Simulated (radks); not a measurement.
Results of a calculation; reference values are marked as such.
How relativity changes the ionisation of the lead ion Pb+ ([Hg] 6p1) to Pb2+ ([Hg]). Spin-unpolarised spherical Kohn-Sham, PBE, point nucleus unless stated (finite: rms radius 5.5012 fm), a radial shooting solver on a logarithmic mesh with Libxc functionals. A level marked "c x" has the speed of light scaled by that factor and shares open shells by 2j + 1; other Dirac levels either fill j = l - 1/2 first or share by 2j + 1.

level                               E(Pb+) (hartree)  E(Pb2+) (hartree)  IE (eV)   HOMO  <r> HOMO (bohr)
non-rel.                                 -19527.4695        -19526.9772   13.395     6p            3.087
scalar-rel.                              -20881.6663        -20881.1722   13.445     6p            3.015
scalar-rel., finite nucleus              -20875.8179        -20875.3237   13.447     6p            3.015
Dirac, 2j+1 shares                       -20928.3181        -20927.8181   13.605  6p3/2            3.118
Dirac, low j first                       -20928.3630        -20927.8181   14.828  6p1/2            2.786
Dirac, 2j+1 shares, finite nucleus       -20922.3935        -20921.8934   13.608  6p3/2            3.117
Dirac, c x 0.85                          -21662.7889        -21662.2822   13.790  6p3/2            3.141
Dirac, c x 3                             -19658.1302        -19657.6375   13.408  6p3/2            3.089
Dirac, c x 5                             -19573.9476        -19573.4552   13.399  6p3/2            3.088

NIST Atomic Spectra Database: 15.032 eV (measured). The relativistic part of the total energy of Pb+ is -1395 hartree (Dirac, 2j+1 shares, finite nucleus), 7.1 % of the non-relativistic value. Spin polarisation and multiplet splitting of open shells are left out at every level.

Beside tabulated values, note that relativity, absent from the non-relativistic runs, is large for the heavy elements, and spin-unpolarised runs miss the spin-polarisation part of the exchange energy of open shells, and scalar-relativistic runs lack spin-orbit coupling.
